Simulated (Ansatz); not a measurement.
A first, cheap relaxation of C7H17N, SMILES `CC(C)NC(C)(C)C`.

```yaml
crystal:
  periodic: [false, false, false]
  atoms:
    - {symbol: C, position_ang: [-0.396600, -1.329400, -1.725200]}
    - {symbol: C, position_ang: [0.691900, -1.026300, -0.755800]}
    - {symbol: C, position_ang: [1.397900, -2.338300, -0.488100]}
    - {symbol: N, position_ang: [0.327600, -0.486800, 0.532000]}
    - {symbol: C, position_ang: [-0.246400, 0.873600, 0.620300]}
    - {symbol: C, position_ang: [-1.771300, 0.950400, 0.423700]}
    - {symbol: C, position_ang: [0.475100, 1.885300, -0.292000]}
    - {symbol: C, position_ang: [0.076300, 1.323600, 2.086500]}
    - {symbol: H, position_ang: [-0.079100, -1.816300, -2.571600]}
    - {symbol: H, position_ang: [-0.876300, -0.350000, -2.082400]}
    - {symbol: H, position_ang: [-1.252600, -1.879700, -1.258100]}
    - {symbol: H, position_ang: [1.446100, -0.343800, -1.200600]}
    - {symbol: H, position_ang: [2.223100, -2.155400, 0.194600]}
    - {symbol: H, position_ang: [1.810600, -2.749900, -1.383100]}
    - {symbol: H, position_ang: [0.764000, -3.103300, -0.024100]}
    - {symbol: H, position_ang: [-0.385100, -1.111700, 1.004200]}
    - {symbol: H, position_ang: [-2.149200, 1.963700, 0.646600]}
    - {symbol: H, position_ang: [-2.304400, 0.248100, 1.098200]}
    - {symbol: H, position_ang: [-2.053100, 0.693300, -0.596000]}
    - {symbol: H, position_ang: [1.494000, 1.882300, -0.150600]}
    - {symbol: H, position_ang: [0.090200, 2.914500, -0.104500]}
    - {symbol: H, position_ang: [0.251200, 1.649000, -1.364600]}
    - {symbol: H, position_ang: [1.134400, 1.317300, 2.271000]}
    - {symbol: H, position_ang: [-0.462200, 0.657700, 2.804100]}
    - {symbol: H, position_ang: [-0.279500, 2.307700, 2.295900]}
basis:
  gaussian: {orbitals: def2-SVP}
hamiltonian: {xc: pbe, dispersion: d4}
relax: {f_tol: 0.03, max_steps: 200}
```

```sh
$ ansatz run in.yaml --threads 6 --pin off --events-out ev --progress --plain --backend cuda
```

Shortened log:

```
Functional definition: PBE
mean field -9006.96080023 eV, -330.9997042711 hartree, gradient 6.1e-5 eV, S^2 0.000000; 0 other end points of the search recorded, 0 dependent functions left out
relax step   1: F+E_penalty+E_count = -9007.56693084 eV  Δ(F+E_penalty+E_count) = +0.000e0 eV  max|allowed force component| = 3.523e0 eV/Å  Δτ_max = 0.0000 Å  (30 SCF iters, accepted)
mean field -9007.50298616 eV, -331.0196292366 hartree, gradient 9.0e-6 eV, S^2 0.000000; 0 other end points of the search recorded, 0 dependent functions left out
relax step   2: F+E_penalty+E_count = -9008.10602379 eV  Δ(F+E_penalty+E_count) = -5.391e-1 eV  max|allowed force component| = 1.033e0 eV/Å  Δτ_max = 0.0892 Å  (30 SCF iters, accepted)
mean field -9007.56486976 eV, -331.0219034169 hartree, gradient 8.9e-6 eV, S^2 0.000000; 0 other end points of the search recorded, 0 dependent functions left out
relax step   3: F+E_penalty+E_count = -9008.16450715 eV  Δ(F+E_penalty+E_count) = -5.848e-2 eV  max|allowed force component| = 1.863e-1 eV/Å  Δτ_max = 0.0613 Å  (30 SCF iters, accepted)
mean field -9007.56751422 eV, -331.0220005990 hartree, gradient 2.7e-5 eV, S^2 0.000000; 0 other end points of the search recorded, 0 dependent functions left out
relax step   4: F+E_penalty+E_count = -9008.16829641 eV  Δ(F+E_penalty+E_count) = -3.789e-3 eV  max|allowed force component| = 7.563e-2 eV/Å  Δτ_max = 0.0278 Å  (30 SCF iters, accepted)
mean field -9007.56883421 eV, -331.0220491077 hartree, gradient 2.6e-5 eV, S^2 0.000000; 0 other end points of the search recorded, 0 dependent functions left out
relax step   5: F+E_penalty+E_count = -9008.16941300 eV  Δ(F+E_penalty+E_count) = -1.117e-3 eV  max|allowed force component| = 9.268e-2 eV/Å  Δτ_max = 0.0381 Å  (30 SCF iters, accepted)
mean field -9007.56954575 eV, -331.0220752566 hartree, gradient 2.7e-5 eV, S^2 0.000000; 0 other end points of the search recorded, 0 dependent functions left out
relax step   6: F+E_penalty+E_count = -9008.16998019 eV  Δ(F+E_penalty+E_count) = -5.672e-4 eV  max|allowed force component| = 2.560e-2 eV/Å  Δτ_max = 0.0256 Å  (30 SCF iters, accepted)
mean field -9007.56954575 eV, -331.0220752565 hartree, gradient 3.8e-5 eV, S^2 0.000000; 1 other end points of the search recorded, 0 dependent functions left out
Total energy: -9008.17002112 eV, -331.0441423190 hartree
Atom 0 at    -0.488547    -1.305314    -1.741421 Å, force    -0.010238    -0.001287    -0.002127 eV/Å
Atom 1 at     0.677807    -1.043631    -0.766214 Å, force     0.008764     0.005496     0.015720 eV/Å
Atom 2 at     1.437394    -2.345525    -0.480396 Å, force     0.002897     0.001226     0.000228 eV/Å
Atom 3 at     0.340193    -0.440607     0.521774 Å, force    -0.007866     0.010687    -0.025599 eV/Å
Atom 4 at    -0.238481     0.908855     0.656264 Å, force     0.003991    -0.008041     0.005859 eV/Å
Atom 5 at    -1.765114     0.963249     0.396758 Å, force    -0.005482    -0.001660    -0.002303 eV/Å
Atom 6 at     0.483592     1.887019    -0.282994 Å, force     0.002319     0.010088    -0.002696 eV/Å
Atom 7 at     0.019360     1.332797     2.116935 Å, force     0.002556     0.002106     0.000186 eV/Å
Atom 8 at    -0.136307    -1.840611    -2.648186 Å, force     0.000858     0.000279     0.003942 eV/Å
Atom 9 at    -0.968299    -0.366538    -2.080234 Å, force    -0.002170     0.001150     0.001995 eV/Å
Atom 10 at    -1.270452    -1.931558    -1.260902 Å, force     0.002907    -0.001366     0.000913 eV/Å
Atom 11 at     1.388743    -0.353413    -1.271807 Å, force     0.002372     0.000059    -0.005474 eV/Å
Atom 12 at     2.292715    -2.152383     0.195661 Å, force     0.000033    -0.001862     0.002103 eV/Å
Atom 13 at     1.812416    -2.811903    -1.413340 Å, force    -0.001756     0.001643    -0.000791 eV/Å
Atom 14 at     0.771793    -3.085795     0.015471 Å, force     0.000805    -0.000640     0.000667 eV/Å
Atom 15 at    -0.198531    -1.104346     1.091544 Å, force    -0.007963    -0.010101     0.005711 eV/Å
Atom 16 at    -2.173442     1.973460     0.609969 Å, force     0.002594    -0.001850     0.000041 eV/Å
Atom 17 at    -2.296521     0.244126     1.055284 Å, force     0.006141     0.000536    -0.001434 eV/Å
Atom 18 at    -2.019264     0.713237    -0.650843 Å, force     0.001200     0.001386     0.000611 eV/Å
Atom 19 at     1.580828     1.838124    -0.130982 Å, force     0.000601    -0.000847     0.000891 eV/Å
Atom 20 at     0.152395     2.924351    -0.077791 Å, force     0.000961    -0.000347     0.000472 eV/Å
Atom 21 at     0.270454     1.677362    -1.350590 Å, force    -0.000451    -0.002510     0.000400 eV/Å
Atom 22 at     1.106488     1.332460     2.328695 Å, force    -0.001741    -0.003126     0.001158 eV/Å
Atom 23 at    -0.461938     0.620377     2.819778 Å, force     0.000606     0.002138     0.002473 eV/Å
Atom 24 at    -0.390681     2.341807     2.327966 Å, force    -0.001938    -0.003157    -0.002944 eV/Å
Dipole moment:    -0.106765    -0.014259    -0.057278 e Å
```

It took 8.5 s on 6 threads of an AMD EPYC 7R13 on a shared host and a share of an NVIDIA H100 80 GB, with 0.87 GiB of host memory at the peak.
